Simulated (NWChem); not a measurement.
System: BeH2; SMILES [BeH2]

NWChem input:

```
start job
memory heap 200 mb stack 900 mb global 1100 mb
geometry units angstroms noautosym nocenter noautoz
  Be     0.000000     0.000000     0.000000
  H      0.000000     0.000000     1.338991
  H      0.000000     0.000000    -1.338991
end
basis spherical
  Be library sadlej_pvtz
  H library sadlej_pvtz
end
dft
  xc pbe0
  iterations 150
end
property
  response 1 0.0
end
task dft property
```

Structure relaxed at the PBE0/def2-SVP level.

Static field.

What results follow from this input? (PBE0/Sadlej pVTZ.) Quantities: basis functions; isotropic polarisability (bohr³); anisotropy (bohr³).


```
Property                          Value
--------------------------------  -----
number of basis functions            42
isotropic polarisability (bohr³)   20.9
anisotropy (bohr³)                  0.8
```
